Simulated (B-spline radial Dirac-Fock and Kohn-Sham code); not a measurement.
# Two-hole binding energies of Er⁺

System: the Er⁺ ion, [Xe] 4f12 6s1, inside a Watson sphere of charge -1 and radius 1.6 Å (a model of the Madelung potential; inside it an electron's potential energy is raised by 9.0 eV).

The computed values come from a radial finite-basis atomic code: multi-electron Dirac-Fock with separately optimised hole states, Breit and Lamb-shift corrections added in first order. U is the two-hole binding energy less the two single-hole energies, the effective repulsion of the holes after relaxation. Each two-hole energy is an average over J within one jj subconfiguration.

| holes | E(a) (eV) | E(b) (eV) | E(ab) (eV) | U (eV) |
| --- | --- | --- | --- | --- |
| 1s⁻¹ 3p1/2⁻¹ | 57481.6 | 2007.3 | 59589.0 | 100.2 |
| 1s⁻¹ 3d3/2⁻¹ | 57481.6 | 1451.1 | 59016.4 | 83.7 |
| 1s⁻¹ 3d5/2⁻¹ | 57481.6 | 1409.8 | 58972.0 | 80.6 |
| 2s⁻¹ 2p1/2⁻¹ | 9756.8 | 9263.2 | 19200.0 | 180.0 |
| 2s⁻¹ 2p3/2⁻¹ | 9756.8 | 8356.8 | 18283.1 | 169.5 |
| 2s⁻¹ 3p1/2⁻¹ | 9756.8 | 2007.3 | ? | ? |
| 2s⁻¹ 3d3/2⁻¹ | 9756.8 | 1451.1 | 11288.7 | 80.8 |
| 2p3/2⁻¹ 3p1/2⁻¹ | 8356.8 | 2007.3 | 10442.8 | 78.7 |
| 3p1/2⁻² | 2007.3 | 2007.3 | 4071.5 | 57.0 |
| 3d3/2⁻¹ 3d5/2⁻¹ | 1451.1 | 1409.8 | 2920.5 | 59.6 |
| 3d5/2⁻² | 1409.8 | 1409.8 | 2877.7 | 58.0 |
| 4d3/2⁻¹ 4d5/2⁻¹ | 183.6 | 175.8 | 381.2 | 21.8 |
| 4d5/2⁻² | 175.8 | 175.8 | 373.0 | 21.4 |
| 5p3/2⁻² | 27.90 | 27.90 | 68.32 | 12.5 |

Question: Give the missing two-hole energy and U.

Answer: E(ab) = 11840.3 eV and U = 76.3 eV.
